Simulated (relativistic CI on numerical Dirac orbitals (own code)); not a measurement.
d1 to d9 in one octahedral field

Computed with a parametric ligand-field model without spin-orbit coupling, by exact diagonalisation: B = 310, C = 1270, 10Dq = 31900 cm⁻¹ (Oh; |10Dq|/B = 102.9) for every shell. Energies in cm⁻¹; the field energy is (0.6 n_e − 0.4 n_t2) × 10Dq of the ground term; g labels are left out. So small a B with so large a field is typical of 4d and 5d ions, where spin-orbit coupling, left out here, reaches 1,000 to 4,000 cm⁻¹.

```tsv
Shell	Ground term	Electrons in e	Field energy	First spin-allowed bands	Lowest term of other spin
d1	2T2	0.000	-12760	2E 31900	
d2	3T1	0.003	-25429	3T2 31069, 3T1 34889	1T2 4463
d3	4A2	0.000	-38280	4T2 31900, 4T1 35502	2E 6390
d4	3T1	0.005	-50890	3E 30545, 3T1 30856	1T2 4061
d5	2T2	0.010	-63495	2A2 30004, 2T1 30117	4T1 25561
d6	?	?	?	?	?
d7	2E	1.005	-57276	2T1 30780, 2T2 31125	4T1 25644
d8	3A2	2.000	-38280	3T2 31900, 3T1 35502	1E 5002
d9	2E	3.000	-19140	2T2 31900
```

(1) Fill in the row of d6.

Answers

(1) Ground term: 1A1; Electrons in e: 0.008; Field energy: -76319; First spin-allowed bands: 1T1 30837, 1T2 35533; Lowest term of other spin: 3T1 28209. Low spin: d4, d5, d6, d7; the other shells keep the spin of the free ion. Only d4 to d7 can choose; the field needed to pair spins is smallest for d6 and largest for d5, which loses most exchange energy. In the strong-field picture 10Dq must exceed about 6B + 5C = 8210 (d4), 7.5B + 5C = 8675 (d5), 2.5B + 4C = 5855 (d6) and 4B + 4C = 6320 (d7); mixing of terms shifts these bounds somewhat.
